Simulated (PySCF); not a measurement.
C3H6OSi2. Atoms are numbered in the order given.

```xyz
12

O      2.9997    -0.4265     0.2935
C      1.9507    -0.3952    -0.2985
Si     0.4023     0.5554     0.3560
C     -0.7436     1.1295    -1.0331
C     -1.8254     0.3138    -0.9651
Si    -1.5272    -0.7676     0.5565
H      1.8235    -0.9667    -1.2629
H      0.8474     1.5464     1.3791
H     -0.6255     1.9093    -1.7978
H     -2.6594     0.3583    -1.6787
H     -1.4672    -2.2436     0.3199
H     -2.4571    -0.5096     1.6985
```
Charge 0, spin multiplicity 1.

Coordinates come from a PBE0-D3(BJ)/def2-SVP optimisation. The structure was generated by enumeration; whether it is a known compound was not checked. Other conformers were not sampled.

Level of theory: PySCF with PBE0-D3(BJ)/def2-SVP.

Frequencies are harmonic and unscaled.

Computed normal modes with their intensities:
```
mode  ν (cm⁻¹)  IR (km/mol)  moving atoms (share of kinetic energy)
----  --------  -----------  --------------------------------------
1           52          5.7         O 47 %, Si 24 %, H 15 %, C 15 %
2           77          2.1         C 36 %, Si 29 %, O 19 %, H 16 %
3          153          0.6                 C 39 %, H 38 %, Si 22 %
4          228          8.3         C 40 %, H 37 %, O 12 %, Si 12 %
5          317          1.8         O 42 %, C 35 %, H 13 %, Si 10 %
6          423          1.0                 Si 60 %, H 30 %, C 10 %
7          448          8.1                 Si 38 %, C 31 %, H 30 %
8          473          4.2                 Si 40 %, H 39 %, C 17 %
9          588          6.8                                  H 94 %
10         646         47.9                         H 80 %, Si 14 %
11         665          5.2                 H 42 %, C 34 %, Si 23 %
12         692          7.5                 H 54 %, C 26 %, Si 19 %
13         729         47.8                 C 47 %, H 41 %, Si 11 %
14         763         37.0                 H 57 %, C 31 %, Si 10 %
15         764         68.0                 H 48 %, C 32 %, Si 20 %
16         807        167.9                 H 66 %, C 19 %, Si 15 %
17         882         19.4                          H 57 %, C 36 %
18         943        116.8                                  H 94 %
19        1031          0.0                          H 77 %, C 23 %
20        1065          4.2                                  H 97 %
21        1278         16.0                          H 65 %, C 35 %
22        1378         13.6                          H 83 %, C 11 %
23        1574          0.1                                  C 96 %
24        1820        184.2                          C 57 %, O 42 %
25        2219        117.5                                  H 98 %
26        2226         72.8                                  H 96 %
27        2240        105.8                                  H 96 %
28        2827        129.7                                  H 92 %
29        3148          4.1                                  H 92 %
30        3170         15.6                           H 91 %, C 9 %
```
